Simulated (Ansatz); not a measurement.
# Cost against result

Saddle point of SnNH9O, closed shell (SnH₄ + H₂O + NH₃ → SnNH₅ ([NH2][SnH3]) + H₂O + H₂; bonds formed: Sn1–N7, H2–H8, H6–O9; bonds broken: Sn1–H2, H6–N7, H8–O9), PBE0-D4/def2-TZVP structure:

```json
{"atom": "Sn1", "x (Å)": "-0.7685", "y (Å)": "0.2039", "z (Å)": "-1.2753"}
{"atom": "H2", "x (Å)": "-0.1971", "y (Å)": "-1.6059", "z (Å)": "-0.2064"}
{"atom": "H3", "x (Å)": "0.4128", "y (Å)": "-0.3615", "z (Å)": "-2.3639"}
{"atom": "H4", "x (Å)": "-1.1075", "y (Å)": "1.8287", "z (Å)": "-1.8204"}
{"atom": "H5", "x (Å)": "-2.2997", "y (Å)": "-0.5344", "z (Å)": "-1.1818"}
{"atom": "H6", "x (Å)": "0.6620", "y (Å)": "0.1160", "z (Å)": "1.1340"}
{"atom": "N7", "x (Å)": "0.0415", "y (Å)": "0.9899", "z (Å)": "0.5808"}
{"atom": "H8", "x (Å)": "0.3749", "y (Å)": "-1.4767", "z (Å)": "0.5658"}
{"atom": "O9", "x (Å)": "1.0411", "y (Å)": "-1.0296", "z (Å)": "1.5655"}
{"atom": "H10", "x (Å)": "0.5887", "y (Å)": "1.8207", "z (Å)": "0.3816"}
{"atom": "H11", "x (Å)": "-0.7184", "y (Å)": "1.2855", "z (Å)": "1.1861"}
{"atom": "H12", "x (Å)": "1.9703", "y (Å)": "-1.2367", "z (Å)": "1.4341"}
```

Barriers are electronic and count from the start structure reached by relaxing down the imaginary mode.

Ansatz 0.2.0; basis: as named in each row; cores frozen in the correlated methods. Filled d shells of the heavier atoms are correlated. Core potentials replace the inner electrons of the atoms past krypton. The def2 sets are not built for correlating such inner shells, so the correlated values are less sure here. B3LYP uses VWN-RPA correlation. Extrapolation: Hartree–Fock as exp(−7.88 √X), correlation as X^−2.97.

Times are rough, for one single point on 4 threads of a shared host (Arm Neoverse V2).

The estimate by CCSD(T) at an estimated basis limit (MP2 extrapolated from triple and quadruple zeta, plus CCSD(T) − MP2 in triple zeta) is 42.33 kcal/mol.

```tsv
method	basis	time (s)	barrier (kcal/mol)	method less estimate
SPW92	def2-SVP	under 1	18.52	-23.82
PBE-D4	def2-SVP	under 1	28.06	-14.27
PBE0-D4	def2-SVP	under 1	35.35	-6.99
SPW92	def2-TZVPP	under 1	22.10	-20.24
PBE-D4	def2-TZVPP	1	31.03	-11.30
BLYP-D4	def2-TZVPP	2	33.72	-8.62
BHLYP-D4	def2-TZVPP	2	45.64	3.31
B3LYP-D4	def2-TZVPP	2	38.61	-3.72
PBE0-D4	def2-TZVPP	2	37.17	-5.16
CAM-B3LYP-D4	def2-TZVPP	2	40.55	-1.78
r2SCAN-D4	def2-TZVPP	3	34.31	-8.03
wB97M-V	def2-SVP	3	40.24	-2.09
r2SCAN0-D4	def2-TZVPP	3	39.22	-3.11
B2PLYP	def2-TZVPP	4	41.64	-0.69
PBE-QIDH	def2-TZVPP	4	41.65	-0.68
CCSD(T)	def2-SVP	4	45.64	3.30
wB97X-V	def2-TZVPP	6	42.39	0.06
B97M-V	def2-TZVPP	6	40.77	-1.57
wB97M-V	def2-TZVPP	6	42.95	0.61
RPA on PBE	def2-TZVPP	6	43.82	1.49
MP2	def2-QZVPP	16	40.72	-1.61
CCSD(T)	def2-TZVPP	130	44.27	1.93
```

All methods are single points on the PBE0-D4 structures.

The T1 diagnostic stays at or below 0.014.

Labels in which every atom is bracketed show which atoms are joined, not bond orders.
